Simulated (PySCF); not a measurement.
C₄H₃FS, SMILES c1(ccsc1)F.

Geometry: B3LYP-D3(BJ)/def2-SVP.

Two levels are set side by side: PBE/def2-TZVP (PySCF) and PBE0/def2-TZVP (PySCF). Same geometry, gas phase. Differences are taken from unrounded values.

```
quantity                      PBE0
---------------------------  -----
orbital gap (eV)              6.27
highest occupied level (eV)  -6.95
lowest empty level (eV)      -0.67
dipole moment (D)             1.14
mean polarisability (bohr³)   59.6
```

Q: What does PBE give, and how far is it from PBE0? (An estimate is asked for; the answer gives what the named calculation found.)

A: 
```json
[
 {"quantity": "orbital gap (eV)", "PBE": "4.33", "PBE minus PBE0": "-1.94"},
 {"quantity": "highest occupied level (eV)", "PBE": "-5.84", "PBE minus PBE0": "1.10"},
 {"quantity": "lowest empty level (eV)", "PBE": "-1.51", "PBE minus PBE0": "-0.84"},
 {"quantity": "dipole moment (D)", "PBE": "1.04", "PBE minus PBE0": "-0.10"},
 {"quantity": "mean polarisability (bohr³)", "PBE": "60.8", "PBE minus PBE0": "1.3"}
]
```

PBE's occupied levels lie high since its potential decays too fast outside the molecule; exact exchange lowers them and widens the gap. Differences between two approximate levels are no errors against the true value.

Rough cost on one machine, each run with all the roots and properties that it gave: PBE0 against PBE within a factor of 2.
